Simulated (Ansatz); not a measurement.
Program: Ansatz. Geometries: PBE0-D4/def2-TZVP. ΔE: electronic, gas phase. CCSD(T)/CBS is the MP2 limit (def2-TZVPP, def2-QZVPP) plus CCSD(T) − MP2 in def2-TZVPP, frozen cores. Functionals use def2-TZVPP. def2 core potentials past Kr. For Sn, Te outer-core shells are correlated without core-valence functions, which leaves a few kJ/mol of doubt a bond. Each species was taken in one conformer, which may not be the lowest.

Consider the redistribution: `O[CH2][SnH2][OH]` + `NC#C[TeH]` → `NC#[C][SnH2][OH]` + `OC[TeH]`.

| level | ΔE (kJ/mol) |
| --- | --- |
| PBE-D4 | -40.4 |
| r2SCAN-D4 | -44.7 |
| B2PLYP | -42.7 |
| PBE | -40.4 |
| r2SCAN | -44.8 |
| SCS-MP2/def2-TZVPP | -44.6 |
| CCSD/def2-TZVPP | -43.1 |
| HF/def2-QZVPP | -44.9 |

Question: What does CCSD(T)/CBS give? (Estimate.)

Answer: Ansatz gave: -43.9 kJ/mol. The listed levels differ from it by 3.5, -0.8, 1.2, 3.5, -0.9, -0.7, 0.8, -1.0 kJ/mol.

Largest T1 diagnostic among the species: 0.014.
